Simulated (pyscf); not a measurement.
`[O][GaH2]` [doublet] → `[OH][GaH]` [doublet] (hydrogen shift; doublet surface; Ga–H broken, H–O formed). PySCF, gas phase, ωB97X-D3(BJ)/def2-SVP geometries. MP2 and CC: frozen core, UHF for open shells. ΔMP2 is the change of the MP2 total energy from the triple- to the quadruple-zeta basis. Energies in eV from the reactant's lowest minimum found.

```csv
level,barrier,reaction energy
ωB97X-D3(BJ)/def2-TZVP,1.00,-1.46
B3LYP-D3(BJ)/def2-TZVP,0.86,-1.55
M06-2X/def2-TZVP,0.95,-1.76
ωB97M-D3(BJ)/def2-TZVP,0.94,-1.58
HF/def2-TZVP,1.95,-0.90
MP2/def2-QZVPP,1.00,-1.95
CCSD(T)/def2-TZVPP + ΔMP2(QZVPP),0.87,-1.61
```

This is the saddle that the search found; another between the same sides may lie lower. The CCSD(T) − MP2 part came from Ansatz, without density fitting, on the same reference. The frozen core leaves the outer d or s,p core shells of the metals and heavy elements correlated in the MP2 and CC values, and def2-TZVPP describes them poorly, which can shift differences by a few kcal/mol. Elements up to Kr have no core potential and no relativistic terms here.
